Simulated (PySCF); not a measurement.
Method: PBE-D3(BJ)/def2-TZVP // B3LYP-D3(BJ)/def2-TZVP run with PySCF 2.14.0. All species are isolated molecules in the gas phase. 

Reference species (SMILES): `C=[SiH]C` (neutral, multiplicity 1).

```json
{
  "dipole_moment": "1.59 D",
  "LUMO": "-1.51 eV"
}
```

Changed species: `CC=[SiH2]`.

Task: Give the shifts of the dipole moment and LUMO.

Result: the dipole moment decreases by 1.45 D, to 0.14 D; the LUMO falls by 0.35 eV, to -1.86 eV.
